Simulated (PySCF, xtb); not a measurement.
F4H4O2Si, SMILES O->[Si](<-O)(F)(F)(F)F (connectivity only; charge and spin as stated), neutral, multiplicity 1. One conformer was computed; it need not be the lowest.

Harmonic wavenumbers (cm⁻¹) from GFN2-xTB run with xtb at its own minimum, in rising order: 31, 91, 110, 155, 174, 177, 190, 208, 252, 280, 317, 331, 338, 536, 538, 568, 601, 675, 799, 887, 947, 1448, 1453, 3592, 3594, 3595, 3598.

Task: What does PBE-D3(BJ)/def2-SVP run with PySCF give at its own minimum? (Estimate from the structure and the level; the computed values follow.)

Result: 146, 148, 191, 219, 244, 264, 298, 304, 308, 333, 379, 395, 417, 635, 640, 686, 712, 712, 827, 911, 954, 1563, 1566, 3600, 3602, 3699, 3699. Paired by order, the mean absolute difference is 73 cm⁻¹ and the zero-point energies are 36.4 and 39.2 kcal/mol.
